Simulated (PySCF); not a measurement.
Compound: C5H10S2.
Z-matrix (Å and degrees, PBE0-D3(BJ)/def2-SVP geometry), rows numbered from 1:
```
C 
C   1  1.5179
C   2  1.5313  1  114.69
C   3  1.5296  2  116.21  1   -64.34
C   4  1.5227  3  114.77  2   -61.12
S   5  1.8200  4  112.59  3    63.56
S   2  1.8368  1  112.32  3  -126.99
H   1  1.1020  2  110.49  3   -52.09
H   1  1.0992  2  110.81  3  -172.32
H   1  1.1001  2  110.96  3    67.98
H   2  1.1040  1  109.33  3   121.12
H   3  1.1030  2  108.10  1   172.83
H   3  1.1036  2  108.00  1    57.90
H   4  1.1030  3  110.26  2    62.25
H   4  1.1032  3  108.20  2   177.93
H   5  1.1021  4  111.65  3   -58.45
H   5  1.1022  4  110.83  3  -178.89
```

Computed, not measured: core-valence-separated Tamm–Dancoff BHandHLYP/aug-pcX-1 (pcseg-1 on H, def2-SVPD on S) in PySCF, non-relativistic, gas phase, PBE0-D3(BJ)/def2-SVP geometry. BHandHLYP without relativity tends to put these K edges a few eV too low, so spacings mean more than positions.

**Question.** What does the C 1s absorption edge look like?

**Answer.** 
```tsv
E (eV)	f	core hole on	main final orbital
285.40	0.0103	C1	LUMO+1 (46 %)
285.48	0.0522	C5	spread
285.54	0.0570	C2	spread
285.63	0.0369	C3 + C4	LUMO+1 (2 roots, f summed)
285.79	0.0097	C1	LUMO (73 %)
286.06	0.0129	C3	LUMO (48 %)
286.08	0.0251	C4	LUMO (49 %)
286.17	0.0093	C5	LUMO (72 %)
286.20	0.0227	C1	LUMO+7 (33 %)
286.32	0.0153	C2	LUMO (42 %)
286.39	0.0093	C1	LUMO+3 (58 %)
286.48	0.0100	C3	LUMO (41 %)
286.56	0.0083	C4	LUMO+3 (38 %)
286.59	0.0075	C5	LUMO+1 (36 %)
286.74	0.0063	C2	LUMO (42 %)
286.77	0.0034	C4	LUMO+4 (43 %)
286.79	0.0087	C1	spread
286.86	0.0034	C3	LUMO+3 (33 %)
286.92	0.0292	C5	spread
286.92	0.0083	C1	spread
287.02	0.0011	C3	LUMO+4 (33 %)
287.12	0.0027	C4	LUMO+3 (37 %)
```

The first line with a tenth or more of the strongest one's intensity is at 285.40 eV (f = 0.010), with the hole on C1 (methyl carbon). The strongest listed is at 285.54 eV (f = 0.057; C2).

Roots within 0.03 eV whose holes lie on the same, on equivalent or on shared atoms are summed into one line, and the highest roots are left out, as the search may have cut off their partners. Final orbitals are the ground state's empty Kohn–Sham orbitals.

**Question.** What are the wavelength and the wavenumber of the 286.74 eV line?

**Answer.** λ = 12398.42 eV Å/286.74 eV = 43.239 Å; 2.3127 × 10⁶ cm⁻¹.

Only the lowest roots of each edge were sought.

One conformer stands for the species.
